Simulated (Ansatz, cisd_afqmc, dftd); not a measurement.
Species: GaP, charge 0, triplet. GaP (SMILES [P]=[Ga], triplet).
B3LYP-D3(BJ)/def2-TZVP minimum from Ansatz (a program for electronic structure):
```xyz
2

Ga     0.0000     0.0000    -0.8088
P      0.0000     0.0000     1.6715
```
Charge 0, spin multiplicity 3.

Quantity: atomisation energy (electronic, to ground-state atoms), in kJ/mol. UHF or UKS for unpaired electrons; spin-orbit terms are left out. Correlated methods leave the cores frozen (noble-gas shells, and filled d and f shells in the p block). No relativity. The Monte Carlo rows (phaseless AFQMC, CISD trial, step 0.005/hartree) carry one-sigma bars that omit the constraint's bias. Outlying blocks are dropped, and bars are widened where a walk drifts. Over all cases where full CI ran beside it in this data, AFQMC minus full CI had a median of +0.1 mEh and passed +0.4 mEh in a tenth of the cases. CBS(X,Y): correlation extrapolated as X^-3, Hartree-Fock from the larger set. A bracket is a step between two methods taken in the basis named. Double hybrids freeze cores in their MP2 part. For partners of very few electrons the exact lower level stands in for a higher one.

```csv
level,program,atomisation energy (kJ/mol),difference against the last row
HF/def2-TZVPP,Ansatz,96.4,-102.3
PBE-D3(BJ)/def2-TZVPD,Ansatz + dftd3,227.9,29.2
PBE-D4/def2-TZVPD,Ansatz + dftd4,228.6,29.9
PBE0/def2-TZVPD,Ansatz,210.6,11.9
CAM-B3LYP-D3(BJ)/def2-TZVPD,Ansatz + dftd3,208.1,9.4
CAM-B3LYP-D4/def2-TZVPD,Ansatz + dftd4,207.7,9.0
B2PLYP-D4/def2-TZVPD,Ansatz + dftd4,201.8,3.1
B2PLYP/def2-TZVPD,Ansatz,198.6,-0.1
MP2/def2-SVP,Ansatz,143.8,-54.9
MP2/def2-QZVPP,Ansatz,180.1,-18.6
CCSD/def2-QZVPP,Ansatz,181.4,-17.3
CCSDTQ/def2-SVP,Ansatz,152.3,-46.4
"CCSD(T)/CBS(def2-TZVPP,def2-QZVPP) + [AFQMC/CISD - CCSD(T)]/def2-SVP",Ansatz + cisd_afqmc,197.5 ± 0.7,-1.2
"CCSD(T)/CBS(def2-TZVPP,def2-QZVPP) + [CCSDT(Q) - CCSD(T)]/def2-QZVPP + [CCSDTQ - CCSDT(Q)]/def2-SVP",Ansatz,198.7,0.0
```
